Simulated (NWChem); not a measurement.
Molecule: TiO$_{2}$; SMILES [O]=[Ti]=[O]

Give the equilibrium geometry at PBE0/def2-SVP (NWChem) as a Z-matrix, with the point group.

point group C2v; any orientation.
```
Ti
O 1 1.6155
O 1 1.6155 2 110.28
```
